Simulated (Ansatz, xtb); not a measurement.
**C2H9NSi3: which of two isomers lies lower**

Structure I: `C[Si]([SiH3])([SiH3])C#N`, a singlet. Structure II: `C[Si@@H](C#N)[SiH2][SiH3]`, a singlet. Both are isolated molecules in the gas phase, relaxed with B3LYP/def2-SVP, each in the lowest conformer that the search found.

Task: Estimate which is lower in electronic energy at CCSD(T)/def2-SVP + ΔMP2/def2-TZVPP, and by roughly how much.

Result: Too close to call at this level: CCSD(T)/def2-SVP + ΔMP2/def2-TZVPP gives E(II) − E(I) = −0.56 kcal/mol.

The same difference at several levels:

```json
{"level": "GFN2-xTB", "geometry": "GFN2-xTB", "E(II) − E(I) (kcal/mol)": "+1.06", "departure from the last row (kcal/mol)": "+1.62", "job, with rough time for the two": "optimisation, 0.26 s"}
{"level": "HF/STO-3G", "geometry": "GFN2-xTB", "E(II) − E(I) (kcal/mol)": "−1.05", "departure from the last row (kcal/mol)": "−0.48", "job, with rough time for the two": "single point, 0.62 s"}
{"level": "r2SCAN-D4/def2-SVP", "geometry": "GFN2-xTB", "E(II) − E(I) (kcal/mol)": "−0.93", "departure from the last row (kcal/mol)": "−0.37", "job, with rough time for the two": "single point, 8.1 s"}
{"level": "B3LYP/def2-SVP", "geometry": "B3LYP/def2-SVP", "E(II) − E(I) (kcal/mol)": "−0.85", "departure from the last row (kcal/mol)": "−0.29", "job, with rough time for the two": "optimisation, 68 s"}
{"level": "HF/def2-SVP", "geometry": "B3LYP/def2-SVP", "E(II) − E(I) (kcal/mol)": "−1.00", "departure from the last row (kcal/mol)": "−0.44", "job, with rough time for the two": "part of the CCSD(T) run"}
{"level": "MP2/def2-SVP", "geometry": "B3LYP/def2-SVP", "E(II) − E(I) (kcal/mol)": "−0.14", "departure from the last row (kcal/mol)": "+0.43", "job, with rough time for the two": "part of the CCSD(T) run"}
{"level": "CCSD(T)/def2-SVP", "geometry": "B3LYP/def2-SVP", "E(II) − E(I) (kcal/mol)": "−0.30", "departure from the last row (kcal/mol)": "+0.26", "job, with rough time for the two": "single point"}
{"level": "CCSD(T)/def2-SVP + ΔMP2/def2-TZVPP", "geometry": "B3LYP/def2-SVP", "E(II) − E(I) (kcal/mol)": "−0.56", "departure from the last row (kcal/mol)": "", "job, with rough time for the two": "single point, 1.7 min"}
```

As drawn, both hold the same kinds of bond in the same numbers.

The largest departure from CCSD(T)/def2-SVP + ΔMP2/def2-TZVPP is that of GFN2-xTB, 1.62 kcal/mol. The last row adds to CCSD(T) the change of the MP2 difference between the two basis sets, here −0.26 kcal/mol.

With thermal terms from frequencies at re-optimised GFN2-xTB minima (ideal gas, soft modes damped towards free rotors, one conformer each, 298.15 K, 1 atm): on the last row, ΔE + ΔZPE = −0.38, ΔH = −0.68, ΔG = −0.13 kcal/mol.

The correlated steps freeze 18 core orbitals. Mirror images aren't counted in ΔG. Codes used: Ansatz 0.2.0, xtb 6.7.1; the last row on 2 threads of Arm Neoverse V2 on a shared host.
